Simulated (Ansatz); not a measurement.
Saddle point of GeH5ClO, closed shell (GeH₃Cl ([Cl][GeH3]) + H₂O → GeH₄O ([OH][GeH3]) + HCl; bonds formed: Ge1–O7, Cl2–H6; bonds broken: Ge1–Cl2, H6–O7), PBE0-D4/def2-TZVP structure:

Ge1  (-0.697, -0.462, -0.077)
Cl2  (1.755, -1.200, -0.387)
H3  (-0.809, -0.783, -1.567)
H4  (-0.806, -1.559, 0.975)
H5  (-1.832, 0.569, 0.212)
H6  (1.403, 0.549, 0.234)
O7  (0.551, 1.017, 0.524)
H8  (0.434, 1.869, 0.085)
(Å)

Energies are electronic, without zero-point energy. Barriers and step energies count from the start structure reached by relaxing down the imaginary mode; all methods use the PBE0-D4 structures, on which another method's saddle can fall below an end. Program: Ansatz 0.2.0. Basis: def2-TZVPP, with def2-QZVPP for the basis limit. Cores are frozen in the correlated methods. Filled d shells of the heavier atoms are correlated. The def2 sets are not built for correlating such inner shells, so the correlated values are less sure here. B3LYP uses VWN-RPA correlation. Extrapolation: Hartree–Fock as exp(−7.88 √X), correlation as X^−2.97.

```json
{"method": "SPW92", "barrier (kcal/mol)": "15.46", "step energy (kcal/mol)": "7.11"}
{"method": "PBE-D4", "barrier (kcal/mol)": "?", "step energy (kcal/mol)": "9.29"}
{"method": "BLYP-D4", "barrier (kcal/mol)": "22.90", "step energy (kcal/mol)": "8.43"}
{"method": "r2SCAN-D4", "barrier (kcal/mol)": "22.66", "step energy (kcal/mol)": "9.40"}
{"method": "B97M-V", "barrier (kcal/mol)": "24.69", "step energy (kcal/mol)": "9.87"}
{"method": "PBE0-D4", "barrier (kcal/mol)": "23.54", "step energy (kcal/mol)": "10.22"}
{"method": "B3LYP-D4", "barrier (kcal/mol)": "?", "step energy (kcal/mol)": "9.20"}
{"method": "r2SCAN0-D4", "barrier (kcal/mol)": "24.26", "step energy (kcal/mol)": "10.26"}
{"method": "BHLYP-D4", "barrier (kcal/mol)": "26.75", "step energy (kcal/mol)": "10.16"}
{"method": "CAM-B3LYP-D4", "barrier (kcal/mol)": "24.87", "step energy (kcal/mol)": "8.34"}
{"method": "wB97X-V", "barrier (kcal/mol)": "25.51", "step energy (kcal/mol)": "9.65"}
{"method": "wB97M-V", "barrier (kcal/mol)": "24.55", "step energy (kcal/mol)": "10.39"}
{"method": "B2PLYP", "barrier (kcal/mol)": "25.61", "step energy (kcal/mol)": "8.77"}
{"method": "PBE-QIDH", "barrier (kcal/mol)": "25.18", "step energy (kcal/mol)": "9.93"}
{"method": "RPA on PBE", "barrier (kcal/mol)": "27.09", "step energy (kcal/mol)": "8.67"}
{"method": "HF", "barrier (kcal/mol)": "?", "step energy (kcal/mol)": "11.25"}
{"method": "MP2", "barrier (kcal/mol)": "26.09", "step energy (kcal/mol)": "9.04"}
{"method": "CCSD", "barrier (kcal/mol)": "28.05", "step energy (kcal/mol)": "9.42"}
{"method": "CCSD(T)", "barrier (kcal/mol)": "26.67", "step energy (kcal/mol)": "9.09"}
```

**Question.** Fill in the withheld barriers. (Judge from chemistry; the value comes from the calculation.)

**Answer.** Computed: HF 32.94; PBE-D4 21.26; B3LYP-D4 24.56 kcal/mol. Each is the energy of the saddle less that of the start structure, by the same method.

For comparison, the barrier by CCSD(T) at an estimated basis limit (MP2 extrapolated from triple and quadruple zeta, plus CCSD(T) − MP2 in triple zeta) is 26.51 kcal/mol.

No T1 diagnostic of these runs exceeds 0.012.

The step is the kind of ligand exchange by which a precursor binds to a hydroxyl group, or is hydrolysed, in atomic layer deposition of oxides.

Labels in which every atom is bracketed show which atoms are joined, not bond orders.

For scale, one of the runs: CCSD(T)/def2-TZVPP, 191 basis functions, launched by `ansatz run in.yaml --threads 4 --pin off --events-out ev --progress --plain --max-ram 9574MiB`. The run took 62 s on 4 CPU threads of an Intel Xeon (shared host), with 2.1 GiB of host memory at its peak.
